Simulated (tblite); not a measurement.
Species: C4H13NOSi.
Numbering: `[CH3:1][C:2]([CH3:3])([CH2:4][NH2:5])[SiH2:6][OH:7]` (hydrogens: H8, H9, H10 on C1; H11, H12, H13 on C3; H14, H15 on C4; H16, H17 on N5; H18, H19 on Si6; H20 on O7)

Cartesian coordinates in Å at the GFN2-xTB level; atoms count from 1:
```xyz
20
C4H13NOSi angstrom
C     -0.1751   -1.7833   -0.7291
C     -0.0899   -0.4313   -0.0168
C     -0.3477   -0.6383    1.4757
C     -1.1895    0.4728   -0.5919
N     -1.3360    1.7025    0.1685
Si     1.6602    0.2798   -0.3142
O      1.7382    1.7359    0.4150
H     -0.0284   -1.6691   -1.8015
H      0.5843   -2.4652   -0.3537
H     -1.1513   -2.2397   -0.5670
H      0.4086   -1.2878    1.9117
H     -0.3371    0.3161    1.9929
H     -1.3248   -1.0951    1.6282
H     -2.1512   -0.0527   -0.5328
H     -0.9761    0.6491   -1.6628
H     -0.4457    2.1843    0.2186
H     -2.0013    2.3168   -0.2881
H      1.9138    0.4526   -1.7501
H      2.6705   -0.6149    0.2569
H      2.5733    2.1782    0.5374
```

Computed with GFN2-xTB (tblite): harmonic, unscaled wavenumbers at the GFN2-xTB geometry, gas phase. The method is semi-empirical: single wavenumbers can be off by several per cent or more. Modes of hydrogen on silicon can be 10 to 20 % off. One conformer, not necessarily the lowest.

Harmonic wavenumbers (cm⁻¹): 46.2, 134.8, 160.9, 201.2, 210.4, 242.9, 246.6, 270.6, 288.0, 299.2, 361.0, 365.6, 484.7, 533.1, 609.3, 626.5, 744.0, 797.6, 822.5, 877.0, 885.4, 910.3, 964.3, 970.4, 1009.7, 1039.5, 1097.9, 1128.9, 1181.1, 1216.1, 1246.0, 1288.1, 1372.8, 1406.1, 1425.1, 1489.9, 1497.8, 1505.0, 1511.5, 1515.4, 1560.8, 2209.9, 2249.9, 2780.2, 2909.7, 2999.5, 3008.0, 3017.8, 3022.0, 3031.7, 3060.3, 3394.3, 3434.5, 3669.6.

A = 2346, B = 1910, C = 1413 MHz; mass 119.077 u (most abundant isotopes); point group C1, symmetry number 1.

Zero-point energy?

Half the sum of the wavenumbers: 36666 cm⁻¹ = 104.83 kcal/mol.

Give the ideal-gas entropy at 200 K and 1 bar in the rigid-rotor, harmonic-oscillator model (classical rotation).

Translation 38.28, rotation 27.13, vibration 17.86: S = 83.3 cal/(mol K).

And Cp and H(200 K) − H(0)?

Cp = 30.52 cal/(mol K), of which vibrations give 22.57 (their classical limit is 54 R = 107.3); H(200 K) − H(0) = 3.70 kcal/mol without the zero-point energy, 2.11 from vibrations.

What must be added to the electronic energy to get the Gibbs energy at 200 K and 1 bar?

ZPE + [H(200 K) − H(0)] − T·S = 104.83 + 3.70 − 16.65 = 91.88 kcal/mol.

Blend soft modes into free rotors: weight 1/[1 + (100 cm⁻¹/ν̃)⁴] for the oscillator and the rest for a rotor with moment μB/(μ + B), μ = h/(8π²ν), B = 10⁻⁴⁴ kg m². What vibrational entropy results?

17.07 cal/(mol K) in place of 17.86, which changes −T·S at 200 K by +0.16 kcal/mol.

Hindered rotation and anharmonicity are outside this model. Other conformers, if any are populated, would add a mixing term that is left out. The structure is chiral; the term R ln 2 for an equal mix with its mirror image is left out.

Hardware: one thread, Arm Neoverse N1 (aarch64), shared host with 64 logical CPUs at a one-minute load of 61. Cost: 1.2 s. This covers the Hessian and the dipole derivatives.
